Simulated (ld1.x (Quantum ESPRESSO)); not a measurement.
# u(r) = r·R(r): atom against pseudo-atom (barium (Ba))

Columns: radius, all-electron u(r) and pseudo u(r) of the 6p shell (level -9.21 eV) of barium in the configuration [Kr] 4d10 5s2 5p6 5d0 6s0 6p0; BLYP, scalar-relativistic, PAW scheme, ld1.x (Quantum ESPRESSO) 7.5.

```json
{"r (bohr)": "0.205", "all-electron": "-0.1163", "pseudo": "-0.0468"}
{"r (bohr)": "0.410", "all-electron": "0.0993", "pseudo": "-0.1749"}
{"r (bohr)": "0.615", "all-electron": "0.1624", "pseudo": "-0.3509"}
{"r (bohr)": "0.820", "all-electron": "0.0149", "pseudo": "-0.5297"}
{"r (bohr)": "1.025", "all-electron": "-0.1547", "pseudo": "-0.6668"}
{"r (bohr)": "1.230", "all-electron": "-0.2622", "pseudo": "-0.7295"}
{"r (bohr)": "1.435", "all-electron": "-0.2957", "pseudo": "-0.7053"}
{"r (bohr)": "1.640", "all-electron": "-0.2685", "pseudo": "-0.6019"}
{"r (bohr)": "1.845", "all-electron": "-0.2000", "pseudo": "-0.4436"}
{"r (bohr)": "2.050", "all-electron": "-0.1076", "pseudo": "-0.2618"}
{"r (bohr)": "2.255", "all-electron": "-0.0049", "pseudo": "-0.0853"}
{"r (bohr)": "2.460", "all-electron": "0.0984", "pseudo": "0.0668"}
{"r (bohr)": "2.665", "all-electron": "0.1960", "pseudo": "0.1882"}
{"r (bohr)": "2.870", "all-electron": "0.2837", "pseudo": "0.2832"}
{"r (bohr)": "3.075", "all-electron": "0.3596", "pseudo": "0.3596"}
{"r (bohr)": "3.280", "all-electron": "0.4224", "pseudo": "0.4224"}
{"r (bohr)": "3.485", "all-electron": "0.4721", "pseudo": "0.4721"}
{"r (bohr)": "3.690", "all-electron": "0.5088", "pseudo": "0.5088"}
{"r (bohr)": "3.895", "all-electron": "0.5336", "pseudo": "0.5336"}
{"r (bohr)": "4.100", "all-electron": "0.5473", "pseudo": "0.5473"}
{"r (bohr)": "4.305", "all-electron": "0.5511", "pseudo": "0.5511"}
{"r (bohr)": "4.510", "all-electron": "0.5467", "pseudo": "0.5467"}
{"r (bohr)": "4.715", "all-electron": "0.5356", "pseudo": "0.5356"}
{"r (bohr)": "4.920", "all-electron": "0.5191", "pseudo": "0.5191"}
{"r (bohr)": "5.125", "all-electron": "0.4988", "pseudo": "0.4988"}
{"r (bohr)": "5.330", "all-electron": "0.4757", "pseudo": "0.4757"}
```

(1) How many radial nodes do the two functions have?

(2) At about which radius was the pseudo-wave matched?

(3) Is the pseudo-wave norm-conserving?

Answers

(1) The all-electron 6p function has n − l − 1 = 4 (the table is too coarse to show those close to the nucleus); the pseudo-wave has 1, since 1 lower shell of the same l stays in the valence.

(2) 3.15 bohr, where the columns begin to agree (steps of 0.20 bohr).

(3) No, it belongs to a PAW set: the norm inside the radius is not constrained, and the difference is carried by the augmentation charge.
